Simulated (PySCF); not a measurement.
# Correlation energy of Si³⁺ (silicon, charge +3)

[Ne] 3s1, 2S determinant. Computed with PySCF 2.14 in aug-cc-pCVTZ-DK with one added diffuse shell each of s, p, d, f type (9s8p6d4f, 91 functions), with the spin-free X2C one-electron Hamiltonian (Gaussian nucleus). Frozen: 1s2; 9 electrons correlated.

MP2 pair energies summed by pair of shells (mhartree):

```csv
pair,energy,share (%)
2p-2p,-191.32,69.1
2s-2p,-60.51,21.9
2p-3s,-13.69,4.9
2s-2s,-9.73,3.5
2s-3s,-1.54,0.6
```

Total MP2 correlation energy: -276.79 mhartree.

Same-spin part -74.03 and opposite-spin part -202.77 mhartree; SCS-MP2 scales them by 1/3 and 6/5 to -268.00 mhartree.
